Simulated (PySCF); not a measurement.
CH₉AlO₂Si₂.

```xyz
15

Al     0.3675     0.6016     0.5570
C      1.1535     1.9110     1.7505
H      1.8558     1.4551     2.4652
H      0.3715     2.4378     2.3231
H      1.6983     2.6810     1.1782
O     -0.7905     1.0708    -0.5951
Si    -1.9101     1.2092    -1.7968
H     -3.2395     1.5714    -1.2226
H     -2.0519    -0.0759    -2.5450
H     -1.5002     2.2731    -2.7602
O      0.8073    -1.0383     0.6219
Si     1.0325    -2.6635     0.4647
H     -0.2794    -3.3737     0.3953
H      1.7933    -3.1918     1.6351
H      1.8039    -2.9649    -0.7777
```

The structure is a stationary point at B3LYP-D3(BJ)/def2-SVP. The isomer is the one that the SMILES or the coordinates give; other isomers of the formula were not compared. The values are those of a single conformer.

Method: PBE0/pcSseg-1 in PySCF. Non-relativistic, no solvent.

Computed absolute GIAO shielding of each atom: isotropic value and principal components (ppm):
```tsv
atom	σ(iso)	σ11	σ22	σ33	span
Al1	446.4	389.0	415.0	535.3	146.3
C2	202.1	197.9	199.0	209.5	11.6
H3	31.8	26.5	29.0	39.8	13.3
H4	31.6	26.9	28.6	39.3	12.4
H5	31.6	26.9	28.6	39.2	12.3
O6	298.9	282.1	305.1	309.4	27.3
Si7	394.7	351.6	355.1	477.3	125.6
H8	26.2	22.9	24.4	31.3	8.4
H9	26.1	22.6	24.8	30.9	8.2
H10	26.2	22.9	24.5	31.3	8.4
O11	297.5	277.3	304.6	310.7	33.4
Si12	394.5	352.0	354.5	477.0	124.9
H13	26.1	22.8	24.6	31.0	8.2
H14	26.2	22.8	24.5	31.3	8.5
H15	26.2	22.9	24.5	31.2	8.3
```
